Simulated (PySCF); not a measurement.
C2H2O4. Atoms are numbered in the order given.

```xyz
8

O     -0.9593    -1.4723     0.0000
C      0.1617    -0.7528     0.0000
O      1.2726    -1.2020     0.0000
C     -0.1617     0.7528     0.0000
O      0.9593     1.4723     0.0000
O     -1.2726     1.2020     0.0000
H     -0.6938    -2.4060     0.0000
H      0.6938     2.4060     0.0000
```

Coordinates come from a ωB97X-D3(BJ)/def2-SVP optimisation. The values are those of a single conformer.

Calculation: r2SCAN/def2-TZVP in PySCF.

The molecule is in vacuum.

- total energy: -378.31050 hartree
- point group: C2h
- highest occupied level: -6.91 eV
- lowest empty level: -2.93 eV
- orbital gap: 3.98 eV
- dipole moment: 0.00 D
- quadrupole, principal values (traceless, Buckingham form, about the centre of nuclear charge): -17.05, 0.02, 17.03 D·Å
- mean static polarisability: 36.4 bohr³ (5.40 Å³)
- polarisability, principal values: 22.3, 43.1, 43.9 bohr³
